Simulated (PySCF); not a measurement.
Ge(H)2(Et)(NH2) (C2H9GeN), SMILES C[CH2][GeH2][NH2].

Geometry optimised at PBE-D3(BJ)/def2-SVP. Other conformers were not sampled.

Level of theory: PySCF with PBE-D3(BJ)/def2-SVP.

Frequencies are harmonic and unscaled.

Computed vibrational spectrum:
| mode | ν (cm⁻¹) | IR (km/mol) | moving atoms (share of kinetic energy) |
|---|---|---|---|
| 1 | 54 | 0.8 | H 40 %, C 30 %, N 26 % |
| 2 | 146 | 25.0 | H 87 % |
| 3 | 163 | 8.0 | H 48 %, N 27 %, C 21 % |
| 4 | 218 | 0.6 | H 63 %, C 27 %, Ge 9 % |
| 5 | 280 | 7.3 | H 60 %, C 22 %, Ge 11 % |
| 6 | 462 | 27.2 | H 79 %, Ge 11 %, C 9 % |
| 7 | 541 | 71.5 | H 68 %, C 15 %, N 12 % |
| 8 | 569 | 57.0 | C 37 %, H 35 %, N 20 % |
| 9 | 633 | 42.8 | H 54 %, N 28 %, Ge 11 % |
| 10 | 670 | 24.1 | H 82 %, C 8 % |
| 11 | 688 | 51.5 | H 65 %, N 23 % |
| 12 | 763 | 106.9 | H 91 % |
| 13 | 843 | 71.8 | H 98 % |
| 14 | 902 | 25.7 | H 88 %, N 10 % |
| 15 | 945 | 5.4 | H 83 %, C 16 % |
| 16 | 955 | 6.1 | H 81 %, C 18 % |
| 17 | 1029 | 8.6 | C 71 %, H 29 % |
| 18 | 1196 | 0.9 | H 64 %, C 36 % |
| 19 | 1207 | 2.2 | H 79 %, C 21 % |
| 20 | 1341 | 1.1 | H 81 %, C 19 % |
| 21 | 1385 | 2.7 | H 91 %, C 9 % |
| 22 | 1424 | 4.0 | H 97 % |
| 23 | 1430 | 6.5 | H 97 % |
| 24 | 1509 | 17.8 | H 92 %, N 8 % |
| 25 | 1994 | 183.0 | H 99 % |
| 26 | 2072 | 142.6 | H 99 % |
| 27 | 2959 | 32.9 | H 97 % |
| 28 | 2985 | 11.8 | H 95 % |
| 29 | 3035 | 3.9 | H 91 %, C 9 % |
| 30 | 3041 | 18.2 | H 91 %, C 9 % |
| 31 | 3054 | 24.7 | H 91 %, C 9 % |
| 32 | 3431 | 5.1 | H 96 % |
| 33 | 3521 | 6.8 | H 92 %, N 8 % |
